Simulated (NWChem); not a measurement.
# CH3IOSn, singlet; SMILES [I][Sn][O]C

```xyz
7

Sn     0.7074     1.0805    -0.0002
I     -0.5492    -1.3932     0.0007
O     -0.8776     2.2724    -0.0010
C     -2.2583     2.0748    -0.0018
H     -2.5442     1.0065     0.0022
H     -2.7114     2.5518     0.8861
H     -2.7096     2.5446    -0.8945
```
Atoms are numbered in this order, from 1.

Level: PBE0/def2-SVP with def2 effective core potentials on Sn, I (NWChem), optimised geometry, unscaled harmonic frequencies. Low-valent species are run as closed-shell singlets; no triplet was tried in these runs. def2 effective core potentials on Sn, I; no spin-orbit coupling.

```
frequency (cm⁻¹)  IR intensity (km/mol)
----------------  ---------------------
87                                  0.0
96                                  1.4
140                                13.9
184                                20.6
252                                21.5
517                                72.5
1157                              181.5
1168                                2.1
1185                               29.6
1462                               21.7
1468                                1.4
1469                                9.4
3003                               86.0
3092                               23.5
3094                               33.3
```

| Item | Value |
|---|---|
| zero-point energy | 26.3 kcal/mol |
| thermal correction to the enthalpy at 298.15 K (with zero-point energy) | 30.8 kcal/mol |
| heat capacity Cv | 17.5 cal/(mol K) |
| entropy at 298.15 K and 1 atm (symmetry number 1) | 87.1 cal/(mol K) |

Rigid rotor and harmonic oscillator; modes under 100 cm⁻¹ make the entropy uncertain.
